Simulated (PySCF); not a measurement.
## Electron correlation in B⁺ (boron, charge +1)

[He] 2p2, high-spin 3P determinant (an excited configuration). All numbers are calculated (PySCF 2.14, the non-relativistic Hamiltonian (point nucleus), in def2-QZVPPD). Frozen: 1s2; 2 electrons correlated.

With two correlated electrons CCSD is exact within the correlated space (frozen core and kept virtual orbitals).

| level | correlation energy (mhartree) |
| --- | --- |
| CCSD | -9.45 |

Diagnostics: T1 = 0.00095, D1 = 0.0013, largest double amplitude 0.024.

Cost of the coupled-cluster step: about 4 core-seconds, for 2 correlated electrons.
